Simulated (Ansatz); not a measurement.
CuSe₅ (the lowest doublet isomer of a short search) was relaxed with PBE-D4 (def2-SVP) in Ansatz in these states: neutral doublet, neutral quartet. The geometries follow in no particular order.

A:

```xyz
6

Cu   -0.7924    0.6130    0.4485
Se    1.1420   -1.8112    1.8485
Se   -1.1930    1.7631   -1.5812
Se    0.9605   -0.7515   -0.5468
Se   -0.5356   -0.4172    2.5643
Se    0.4185    0.6038   -2.7333
```

B:

Cartesian coordinates in Å:
```
Cu -0.076 1.451 -0.526
Se 1.479 -1.437 -0.739
Se -1.280 1.677 1.380
Se -0.802 -1.752 -0.193
Se 1.632 0.682 -1.802
Se -0.954 -0.621 1.880
```

Question: Judge from the bond lengths which geometry belongs to which state (an estimate).

Answer: A is the neutral quartet (Se4–Se6 2.629 Å, Se2–Se4 2.626 Å, Cu1–Se5 2.367 Å); B is the neutral doublet (Se4–Se6 2.366 Å, Se2–Se4 2.366 Å, Cu1–Se5 2.266 Å).

At PBE0-D4/def2-SVP a doublet lies 0.80 eV below the neutral quartet. These are the stationary points nearest to one start from a short search; other shapes may lie lower in each state.
